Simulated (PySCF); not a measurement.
**Unknowns**

- coordinates at the GFN2-xTB level
- shieldings: GIAO PBE0/pcSseg-1
- program: PySCF 2.14.0 with density-fitted response routines
- in vacuum, one computed conformer, fast rotation and ring inversion assumed for equivalent nuclei, non-relativistic Hamiltonian

Scale: $^{1}$H and $^{13}$C against TMS (reference shieldings calculated alike). Where no couplings were computed, multiplicities follow the n + 1 count of equivalent neighbours, and m marks all less simple cases (inequivalent or close neighbours, rings, F or P nearby). Shifts are as computed. Against solution values, carbons near 30 ppm lie about +3 ppm off and those near 130 ppm about +5 ppm. Of 1309 compounds with measured shifts, 239 miss one by over three times the rms of a fit or turn the order of signals round; such compounds aren't used in these exercises.

Question: C5H8O2Si. $^{1}$H NMR (300 MHz, computed): δ 5.71 (br s, 1H), 5.19 (s, 2H), 4.81 (br s, 1H), 4.74 (br s, 1H), 4.49 (br s, 1H), 4.47 (s, 2H). $^{13}$C{$^{1}$H} NMR (computed): δ 163.2 (C), 161.9 (C), 112.6 (CH2), 98.1 (CH2), 66.5 (CH2). Give a structure.

Answer: `C=C1CO[SiH2]C(=C)O1`. The formula gives 3 degrees of unsaturation (1 ring in the answer). 5 carbon signals for 5 carbons: no two carbons are equivalent. Carbon types of the structure: 2 × C, 3 × CH2, leaving 2 H on heteroatoms. δC 163.2, 161.9: alkene carbon bearing oxygen; an sp2 carbon further deshielded by the attached heteroatom. δC 112.6, 98.1: β carbon of an enol-ether or enamine type C=C; the O or N lone pair pushes π density onto this β carbon and shields it. δC 66.5: allylic sp3 CH2 bonded to O; deshielded by the electronegative neighbour. δH 5.71, 4.81, 4.74, 4.49: hydrogen on a β carbon of an enol-ether or enamine type C=C.

This is the structure that produced the data.

Question: C7H8. $^{1}$H NMR (500 MHz, computed): δ 1.97 (m, 2H), 1.93 (s, 3H), 0.98 (m, 1H), 0.96 (m, 1H), 0.15 (m, 1H). $^{13}$C{$^{1}$H} NMR (computed): δ 84.7, 79.6, 30.5, 26.4, 7.6, 4.7. Identify the compound.

Answer: SMILES CC#C[C@@H]1[C@H]2C[C@@H]12. The formula gives 4 degrees of unsaturation (2 rings in the answer). 6 carbon signals for 7 carbons: some carbons are equivalent by symmetry or fast rotation. Carbon types of the structure: 2 × C, 3 × CH, 1 × CH2, 1 × CH3, which accounts for all hydrogens. δC 84.7, 79.6: alkyne carbon; sp carbons lie upfield of alkene carbons because the cylindrical π system leaves one tensor component strongly shielded. δC 30.5, 26.4, 7.6: three-membered-ring carbon. δC 4.7: propargylic methyl carbon; a saturated carbon with 1 carbon neighbour and no heteroatom attached. δH 1.97, 0.98, 0.96, 0.15: hydrogen on a three-membered-ring carbon.

The data come from this structure; uniqueness wasn't tested.
